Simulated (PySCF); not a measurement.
Zn(F)(Et) (C2H5FZn), SMILES C[CH2][Zn][F].

The structure is a stationary point at B3LYP-D3(BJ)/def2-SVP. The structure was generated by enumeration; whether it is a known compound was not checked. Other conformers were not sampled.

Two levels are set side by side: PBE/def2-TZVP (PySCF) and HF/def2-TZVP (PySCF). Same geometry, gas phase. Differences are taken from unrounded values.

| quantity | PBE |
|---|---|
| orbital gap (eV) | 5.56 |
| highest occupied level (eV) | -6.94 |
| lowest empty level (eV) | -1.38 |
| dipole moment (D) | 2.93 |
| mean polarisability (bohr³) | 49.9 |

Problem. These are the PBE values. What does HF give? (An estimate is asked for; the answer gives what the named calculation found.)

Solution. 
| quantity | HF | PBE minus HF |
|---|---|---|
| orbital gap (eV) | 12.58 | -7.02 |
| highest occupied level (eV) | -10.60 | 3.66 |
| lowest empty level (eV) | 1.98 | -3.36 |
| dipole moment (D) | 2.86 | 0.07 |
| mean polarisability (bohr³) | 42.2 | 7.7 |

Without exact exchange PBE keeps part of each electron's self-repulsion, which lifts occupied levels and narrows the gap. Loosely held outer electrons make PBE densities more polarisable. Differences between two approximate levels are no errors against the true value.

Rough cost on one machine, each run with all the roots and properties that it gave: HF against PBE about 1/4.
